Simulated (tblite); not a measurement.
Compound: C₅H₁₁NOS (charge +1 and doublet state).
Structure used (GFN2-xTB), in Å, numbered top down from 1:
```xyz
19
C5H11NOS angstrom
C     -1.5905    0.5243   -1.9715
C     -1.0747    0.3127   -0.7817
C     -1.3567   -0.8446    0.1646
N     -1.3396   -0.5013    1.5329
S      0.1416    1.5132   -0.0807
O     -0.0936    1.3819    1.3596
C      1.7437    0.6548   -0.4503
C      2.1254   -0.3665    0.5970
H     -2.3141   -0.1377   -2.4207
H     -1.3095    1.3758   -2.5683
H     -2.3516   -1.2194   -0.1226
H     -0.6222   -1.6336   -0.0279
H     -0.7226   -0.9557    2.1832
H     -2.0791    0.0619    1.9196
H      2.4744    1.4632   -0.4758
H      1.6500    0.2370   -1.4502
H      1.5568   -1.2869    0.4958
H      3.1797   -0.6125    0.4956
H      1.9728    0.0427    1.5939
```

All values are computed: GFN2-xTB (tblite) harmonic vibrations without scaling, gas phase. This tight-binding method is rough: wavenumbers can miss measured ones by several per cent, in bad cases by 10 to 20. One conformer, not necessarily the lowest. Open shells enter through the occupations alone, without spin polarisation, and single modes of such species can be off by tens of per cent.

Harmonic wavenumbers (cm⁻¹): 28.9, 65.0, 93.3, 157.1, 173.3, 202.1, 236.5, 276.9, 310.0, 339.9, 377.1, 421.9, 466.7, 540.8, 550.1, 608.9, 653.2, 774.3, 836.2, 864.2, 930.3, 972.3, 1012.1, 1035.7, 1048.3, 1056.8, 1083.0, 1158.0, 1199.7, 1210.1, 1223.1, 1273.3, 1364.3, 1388.0, 1405.6, 1428.4, 1441.9, 1475.4, 1481.3, 1689.5, 2859.5, 2949.2, 3005.8, 3023.4, 3039.8, 3050.1, 3055.0, 3091.7, 3121.2, 3465.3, 3522.5.

A = 2068, B = 1551, C = 1289 MHz; mass 133.056 u (most abundant isotopes); point group C1, symmetry number 1; spin multiplicity 2.

Problem. Zero-point energy?

Solution. Half the sum of the wavenumbers: 33518 cm⁻¹ = 400.97 kJ/mol.

Problem. What is S at 200 K and 1 bar for an ideal gas of classical rigid rotors and harmonic oscillators?

Solution. Translation 161.55, rotation 115.28, vibration 91.74, spin (R ln 2) 5.76: S = 374.3 J/(mol K).

Problem. And Cp and H(200 K) − H(0)?

Solution. Cp = 129.34 J/(mol K), of which vibrations give 96.08 (their classical limit is 51 R = 424.0); H(200 K) − H(0) = 16.44 kJ/mol without the zero-point energy, 9.78 from vibrations.

Problem. How do the functions run with temperature in this model?

Solution. 
```json
{"T (K)": "100", "S (J/(mol K))": "301.9", "Cp (J/(mol K))": "83.6", "H − H(0) (kJ/mol)": "5.72", "G − H(0) (kJ/mol)": "-24.47", "ln q(vib)": "2.21"}
{"T (K)": "300", "S (J/(mol K))": "434.8", "Cp (J/(mol K))": "171.4", "H − H(0) (kJ/mol)": "31.48", "G − H(0) (kJ/mol)": "-98.95", "ln q(vib)": "8.06"}
{"T (K)": "500", "S (J/(mol K))": "540.2", "Cp (J/(mol K))": "243.7", "H − H(0) (kJ/mol)": "73.38", "G − H(0) (kJ/mol)": "-196.72", "ln q(vib)": "13.67"}
{"T (K)": "800", "S (J/(mol K))": "671.1", "Cp (J/(mol K))": "312.6", "H − H(0) (kJ/mol)": "157.75", "G − H(0) (kJ/mol)": "-379.14", "ln q(vib)": "21.47"}
{"T (K)": "1000", "S (J/(mol K))": "744.3", "Cp (J/(mol K))": "343.0", "H − H(0) (kJ/mol)": "223.45", "G − H(0) (kJ/mol)": "-520.85", "ln q(vib)": "26.22"}
```

q(vib) and H(0) count from the zero-point level.

Problem. Blend soft modes into free rotors: weight 1/[1 + (100 cm⁻¹/ν̃)⁴] for the oscillator and the rest for a rotor with moment μB/(μ + B), μ = h/(8π²ν), B = 10⁻⁴⁴ kg m². What vibrational entropy results?

Solution. 83.36 J/(mol K) in place of 91.74, which changes −T·S at 200 K by +1.68 kJ/mol.

Hindered rotation and anharmonicity are outside this model. Other conformers, if any are populated, would add a mixing term that is left out. The structure is chiral; the term R ln 2 for an equal mix with its mirror image is left out.

The run took 0.6 s on an Arm Neoverse V2 with one thread, no GPU, shared host with 96 logical CPUs at a one-minute load of 47. This covers the Hessian and the dipole derivatives.
